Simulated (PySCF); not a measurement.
# How the method moves the HOMO and LUMO of `CO[SiH](Cl)OC`

C2H7ClO2Si.
Numbering: `[CH3:1][O:2][SiH:3]([Cl:4])[O:5][CH3:6]` (hydrogens: H7, H8, H9 on C1; H10 on Si3; H11, H12, H13 on C6)

Geometry (PBE0-D3(BJ)/def2-SVP, Å), atoms numbered from 1 in this order:
```
atom  x, y, z in Å
C1    -2.1840   -0.7277   -0.5441
O2    -0.9609   -0.4821    0.0960
Si3   -0.1261    0.9302    0.1906
Cl4   -0.1286    1.7721   -1.7043
O5     1.4063    0.6151    0.6640
C6     2.3316   -0.1820   -0.0336
H7    -2.3289   -1.8154   -0.6194
H8    -2.2034   -0.3007   -1.5616
H9    -3.0308   -0.3074    0.0262
H10   -0.6962    1.8982    1.1482
H11    1.9793   -1.2232   -0.1222
H12    3.2809   -0.1779    0.5207
H13    2.5163    0.2128   -1.0474
```

Basis pcSseg-1 throughout (PySCF), one geometry. The structure is a single PBE0-D3(BJ)/def2-SVP conformer in the gas phase; no vibrational or solvent corrections.

Question: How do the orbital energies, the gap and the dipole change with the method?

Answer: 
```csv
method,kind,HOMO (eV),LUMO (eV),gap (eV),μ (D),SCF cycles
BLYP,GGA,-6.87,0.38,7.25,1.38,15
PBE,GGA,-6.99,0.27,7.26,1.40,15
OPBE,GGA,-7.00,0.50,7.50,1.40,15
B97-D,GGA,-7.04,0.43,7.47,1.41,14
BP86,GGA,-7.11,0.23,7.35,1.43,15
LDA,LDA,-7.12,0.00,7.11,1.44,14
KT2,GGA,-7.12,0.10,7.23,1.38,16
KT3,GGA,-7.15,0.21,7.36,1.34,15
B3LYP,global hybrid,-8.33,0.91,9.24,1.42,13
B97-2,global hybrid,-8.34,1.18,9.52,1.43,13
PBE0,global hybrid,-8.61,1.16,9.77,1.44,12
mPW1PW91,global hybrid,-8.66,1.18,9.83,1.44,12
CAM-B3LYP,range-separated hybrid,-10.04,2.13,12.18,1.45,12
BHandHLYP,global hybrid,-10.13,2.00,12.13,1.46,12
wB97X-D,range-separated hybrid,-10.55,2.97,13.52,1.47,13
LC-wPBE,range-separated hybrid,-11.43,3.42,14.85,1.49,12
HF,Hartree–Fock,-12.48,4.24,16.72,1.52,10
```

The HOMO spans 5.60 eV, from BLYP down to HF, and the gap runs from 7.11 eV (LDA) to 16.72 eV (HF). Over the methods BLYP (0 %), PBE (0 %), OPBE (0 %), B97-D (0 %), BP86 (0 %), LDA (0 %), KT2 (0 %), KT3 (0 %), B3LYP (20 %), B97-2 (21 %), PBE0 (25 %), mPW1PW91 (25 %), BHandHLYP (50 %), HF (100 %), a straight line through the gap against the share of exact exchange rises by 0.95 eV for each 10 % (correlation coefficient 0.999). The dipole ranges from 1.34 D (KT3) to 1.52 D (HF). This basis has no diffuse functions.
